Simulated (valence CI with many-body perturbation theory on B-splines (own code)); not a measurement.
# As XIII: key properties

Calculated by relativistic CI+MBPT: three valence electrons over a frozen Dirac-Fock core [Ar], radial functions for each j: 7 s, 7 p, 8 d, 6 f, 4 g, 1 h, with the one-electron correlation potential Σ1, the two-electron term Σ2, the three-electron term Σ3, Breit, model QED; selected CI, second order for the rest, scaled by the run's own slope (own B-spline code, finite nucleus).

No measured levels were compared; by estimate terms of the open shell hold to 2 to 4 % of their energy, and close levels can change places. Only levels of the ground parity were solved; by the run's estimate the other parity begins above the list, which can be wrong where configurations are misplaced.

Rates and lifetimes use the calculated energies. Strong lines usually hold to 10 to 20 %, long lifetimes can be off by a factor of two.

Task: What is the ground level?

Result: 3d³ ⁴F_3/2, composition 98 % 3d³ ⁴F + 2 % 3d³ ²D, g = 0.405.

Task: How well does LS coupling describe the low levels?

Result: Among the lowest 19 levels the leading LS term, summed over configurations, holds 91 % on average. For single configurations the figures are 91 % in LS and 67 % in jj coupling. Terms mix most in the J = 3/2 level at 6.206 eV, where the leading one holds 55 %.

Task: How is the term ⁴F of the ground level split?

Result: J = 3/2 at 0.000, J = 5/2 at 0.398, J = 7/2 at 0.877, J = 9/2 at 1.395 eV.

Task: What is the ionisation energy?

Result: 375.24 eV; NIST lists 375 ± 3 eV (theoretical).
